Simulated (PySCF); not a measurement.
An unknown shows these calculated signals:

1H NMR (400 MHz, computed): δ 8.75 (m, 1H), 8.67 (m, 1H), 5.59 (m, 2H), 1.02 (m, 2H).

13C{1H} NMR (computed): δ 172.8 (CH2).

All values are calculated (PySCF 2.14.0 with density-fitted response routines): GFN2-xTB geometry, shieldings: GIAO PBE0/pcSseg-1. Rapidly exchanging positions averaged, relativity neglected, single conformer, in vacuum.

δ = σ(ref) − σ, references computed at the same level: 1H and 13C against TMS.

Which of these does the molecule contain: a Si–H bond, an S-methyl group, an amide, a nitrile?

Results:


- A Si–H bond: yes (δH 5.59 (m)).
- An S-methyl group: no.
- An amide: no.
- A nitrile: no.

The data belong to SMILES C=N[SiH2]P, CH$_{6}$NPSi; they needn't prove each group on their own.

Carbon signals by region: 1 in the far downfield region (above 160 ppm). Above 160 ppm: 172.8, C=N carbon.

Splittings by 31P in the carbon and heteronuclear signals aren't shown, as no couplings were computed. Shifts are as computed. Against solution values, carbons near 30 ppm lie about +3 ppm off and those near 130 ppm about +5 ppm. Of 1211 compounds with measured shifts, 218 miss one by over three times the rms of a fit or turn the order of signals round; such compounds aren't used in these exercises. No couplings were computed; multiplicities are counted from neighbouring protons, with m where these are inequivalent, close in shift, in a saturated or five-membered ring or joined by F or P, and br s for small geminal =CH2 splittings.
